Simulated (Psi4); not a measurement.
BF2 (SMILES F[B]F), doublet, geometry from GFN2-xTB. Base run: PBE/6-311G** (Psi4).

Geometry (Å):
```xyz
3

B     -0.0014     0.5601     0.0377
F      1.1062    -0.1529    -0.0090
F     -1.1054    -0.1583    -0.0119
```
Charge 0, spin multiplicity 2.
Orbitals are unrestricted.
All else is at Psi4's defaults (density fitting).
Base energy -224.39837 Eh.

Each row names what was changed in the base input (with any setting that the change needs).

| change | ΔE vs base (mEh) | SCF cycles | grid points | basis functions |
|---|---|---|---|---|
| base | 0.000 | 8 | 65683 | 54 |
| guess = huckel | 0.000 | 9 | 65683 | 54 |
| e_convergence = 1e-8 | 0.000 | 8 | 65683 | 54 |
| diis_max_vecs = 3 | 0.000 | 9 | 65683 | 54 |
| d_convergence = 1e-4 | 0.000 | 6 | 65683 | 54 |
| dft_spherical_points = 110 | -0.006 | 8 | 23978 | 54 |
| cholesky_tolerance = 1e-6 (with scf_type cd) | 0.021 | 8 | 65683 | 54 |
| dft_pruning_scheme = robust | -0.001 | 8 | 45489 | 54 |
| scf_initial_accelerator = ediis | 0.000 | 8 | 65683 | 54 |
| guess = gwh | 0.000 | 11 | 65683 | 54 |
| dft_nuclear_scheme = stratmann | -0.010 | 8 | 62025 | 54 |
| scf_type = disk_df | 0.000 | 8 | 65683 | 54 |
| basis_guess = sto-3g | 0.000 | 7 | 65683 | 54 |

Open shells are given as the SCF converged; they aren't shown to be the lowest states, and a large step between rows can be another state.
